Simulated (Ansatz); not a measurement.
AuCl, charge -1, doublet, at the geometry of the source list (the multiplicity is a formal guess) (core potentials on Au) (a gas-phase anion, which may not be bound at this level); Ansatz (a program for electronic structure) with PBE0/def2-SVP.

Here is a job for Ansatz.
Ansatz 0.2 input:
```yaml
crystal:
  periodic: [false, false, false]
  atoms:
    - {symbol: Au, position_ang: [-0.68490000, -0.60480000, -0.64320000]}
    - {symbol: Cl, position_ang: [0.68490000, 0.60480000, 0.64320000]}
basis:
  gaussian:
    orbitals: def2-SVP
hamiltonian:
  xc: pbe0
total_charge: -1
magnetization: {spin_polarized: true, initial_magnetization: 1}
```

What the program printed (banner, timings and long lists left out):

```
Functional definition: PBE0
484 factors; integrals over basis functions are off by at most 9.2e-4 eV
mean field evaluation 1: about -16207.6747 eV, gradient 2.1e1 eV
mean field evaluation 2: about -16206.6296 eV, gradient 2.6e1 eV
mean field evaluation 4: about -16209.6132 eV, gradient 9.3e-1 eV
mean field evaluation 8: about -16209.7561 eV, gradient 6.5e-2 eV
mean field evaluation 16: about -16209.7561 eV, gradient 2.1e-5 eV
mean field -16209.75613923 eV, -595.6975507492 hartree, gradient 2.0e-5 eV, S^2 0.753598; 0 other end points of the search recorded, 0 dependent functions left out
reference -16209.75616095 eV, -595.6975515475 hartree; 19, 18 occupied and 31, 32 virtual orbitals, 484 factors
Total energy: -16209.75616095 eV, -595.6975515475 hartree
```
